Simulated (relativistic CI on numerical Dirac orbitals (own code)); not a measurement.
## Electric-dipole transitions in Te

These numbers are calculated, not measured: Dirac-Coulomb-Breit CI, separate exchange-only KLI orbitals for each configuration, a model potential for QED, valence Slater integrals scaled by 0.85, P86 correlation energy added to each configuration (own radial code, finite nucleus).

CI space (outside the closed core [Kr] 4d10): 5s²5p⁴, 5s²5p³6s, 5s²5p³6p, 5s²5p³5d, 5s5p⁵, 5s²5p³7s, 5s²5p³7p, 5s²5p³6d, 5s²5p³4f, 5s²5p³7d, 5s²5p³5f, 5s²5p³5g, 5s²5p³6f, 5s²5p³7f, 5p⁶, 5s²5p²5d², 5s²5p5d²6s, 5s²5p5d²6p, 5s²5p5d³, 5s²5p5d²7s, 5s²5p5d²7p. Double excitations out of closed p, d and f shells are left out; levels of such configurations are missing from the list, as are those of other unlisted configurations, and high levels can miss mixing partners. These lack a partner that the ground configuration has and come out too high: 5s²5p³6d, 5s²5p³4f, 5s²5p³7d, 5s²5p³5f, 5s²5p³5g.

| λ vac (Å) | Lower | Upper | A (s⁻¹) | E lower (cm⁻¹) | E upper (cm⁻¹) |
| --- | --- | --- | --- | --- | --- |
| 1688.3 | 5s²5p⁴ ³P2 [1] | 5s²5p³5d ³D°3 [24] | 4.42e+08 | 0.0 | 59230.1 |
| 1691.7 | 5s²5p⁴ ³P2 [1] | 5s²5p³5d ³D°1 [23] | 1.28e+07 | 0.0 | 59111.4 |
| 1718.4 | 5s²5p⁴ ³P2 [1] | 5s²5p³5d ³D°2 [22] | 1.29e+08 | 0.0 | 58193.2 |
| 1780.5 | 5s²5p⁴ ³P2 [1] | 5s²5p³5d ⁵D°3 [16] | 1.64e+07 | 0.0 | 56163.0 |
| 1784.9 | 5s²5p⁴ ³P2 [1] | 5s²5p³5d ⁵D°2 [15] | 8.49e+07 | 0.0 | 56024.5 |
| 1826.3 | 5s²5p⁴ ³P0 [2] | 5s²5p³5d ³D°1 [23] | 1.60e+08 | 4355.6 | 59111.4 |
| 1837.3 | 5s²5p⁴ ³P1 [3] | 5s²5p³5d ³D°1 [23] | 1.44e+08 | 4683.2 | 59111.4 |
| 1868.8 | 5s²5p⁴ ³P1 [3] | 5s²5p³5d ³D°2 [22] | 4.84e+07 | 4683.2 | 58193.2 |
| 1934.5 | 5s²5p⁴ ³P1 [3] | 5s²5p³5d ⁵D°1 [19] | 1.88e+07 | 4683.2 | 56377.5 |
| 2092.5 | 5s²5p⁴ ¹D2 [4] | 5s²5p³5d ³D°3 [24] | 6.62e+06 | 11440.9 | 59230.1 |
| 2124.6 | 5s²5p⁴ ³P2 [1] | 5s²5p³6s ³S°1 [7] | 3.68e+08 | 0.0 | 47068.3 |
| 2138.9 | 5s²5p⁴ ¹D2 [4] | 5s²5p³5d ³D°2 [22] | 6.77e+07 | 11440.9 | 58193.2 |
| 2225.4 | 5s²5p⁴ ¹D2 [4] | 5s²5p³5d ⁵D°1 [19] | 7.32e+06 | 11440.9 | 56377.5 |
| 2243.0 | 5s²5p⁴ ¹D2 [4] | 5s²5p³5d ⁵D°2 [15] | 4.62e+06 | 11440.9 | 56024.5 |
| 2260.5 | 5s²5p⁴ ³P2 [1] | 5s²5p³6s ⁵S°2 [6] | 1.16e+07 | 0.0 | 44237.4 |
| 2341.2 | 5s²5p⁴ ³P0 [2] | 5s²5p³6s ³S°1 [7] | 5.63e+07 | 4355.6 | 47068.3 |
| 2359.3 | 5s²5p⁴ ³P1 [3] | 5s²5p³6s ³S°1 [7] | 1.15e+08 | 4683.2 | 47068.3 |
| 2528.2 | 5s²5p⁴ ³P1 [3] | 5s²5p³6s ⁵S°2 [6] | 7.90e+05 | 4683.2 | 44237.4 |
| 2806.8 | 5s²5p⁴ ¹D2 [4] | 5s²5p³6s ³S°1 [7] | 1.32e+06 | 11440.9 | 47068.3 |

Terms are leading LS components. Brackets give the number of a level in order of energy, since labels repeat. The list gives strong lines, with weight on those to low levels, without lines whose two gauges differ by over a factor of 2.5, among the lowest 122 of 1313 levels, so that lines to higher ones, which can be the strongest, are missing, and without lines across small gaps between configurations, and without 108 lines that miss the measured interval by over 3.5 %, start from a term whose rates miss tabulated ones by over 60 %, have gauges far apart or, lacking measured levels, span too small a gap for the errors found; lines with a level outside our table were not tested and can miss by more. Levels whose partners in the same complex of configurations lie outside the list can be far off, and so can their lines. Rates are taken at the computed energies, electric ones in the length gauge.

For a near-neutral ion this model can misplace configurations by up to about 10,000 cm⁻¹ (more where the count of f electrons changes) and terms by 10 to 25 % of their spread. Rates follow the energies as ν³ (E1, M1) or ν⁵ (E2), so they and the lifetimes can be off by large factors. The fine structure of a lone outer electron comes out too small, for d and f at times inverted, and misplaced configurations move strength between like terms. 20 of the 23 excited levels that our extract of the measured tables holds in this range could be paired (the sources list more); they are missed by 646 cm⁻¹ on average and 2701 at most, and levels without a partner can miss by more.

(1) From the table, what is the radiative lifetime of 5s²5p³6s ³S°1?

Results:

(1) The listed rates from this level add up to about 5.41e+08 s⁻¹, 100 % of its decay; with all channels τ = 1.85e-09 s.

LS names give the leading component of a level, which can be under half, so a name can repeat, a term be missing and a line seem to break the LS rules.
